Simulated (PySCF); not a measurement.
CuF was optimised in PySCF in the def2-SVP basis family (density fitting, no spin–orbit coupling) with several functionals.

One of them gave a singlet of C∞v symmetry with a mean bond of 1.743 Å to Cu, wavenumbers 626 cm⁻¹ and a HOMO–LUMO gap of 1.66 eV.

Question: Which level of theory was it?
A. B3LYP
B. PBE
C. PBE0

Answer: B. That is PBE, with Cu–F 1.743 Å. The others give B3LYP 1.751 Å and 624 cm⁻¹ for the highest mode; PBE0 1.750 Å and 623 cm⁻¹ for the highest mode.

Each species is the lowest minimum found with this bonding; other isomers or fragments can lie lower.
